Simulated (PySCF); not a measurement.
OTi, SMILES [O]=[Ti] (connectivity only; charge and spin as stated), neutral, multiplicity 3. Geometry: PBE0-D3(BJ)/def2-TZVPD. The spin state was assumed, not searched.

The numbers are results of PySCF 2.14.0 with PBE0-D3(BJ)/def2-TZVPD, not measurements.

Harmonic wavenumbers (cm⁻¹): 1072. Rotational constants (GHz): 16.46 (linear); symmetry number 1.

**Question.** Work out the zero-point energy and the ideal-gas rigid-rotor harmonic-oscillator thermochemistry at 298.15 K and 1 atm.

**Answer.** ZPE = ½ Σ hcν = ½ × 1072 cm⁻¹ = 1.53 kcal/mol. H − E(el) = 3.62 kcal/mol. Entropy in cal/(mol K): translation 38.38, rotation 13.78, vibration 0.07, spin 2.18, total 54.41. G − E(el) = -12.60 kcal/mol. Cp = 7.26 cal/(mol K).
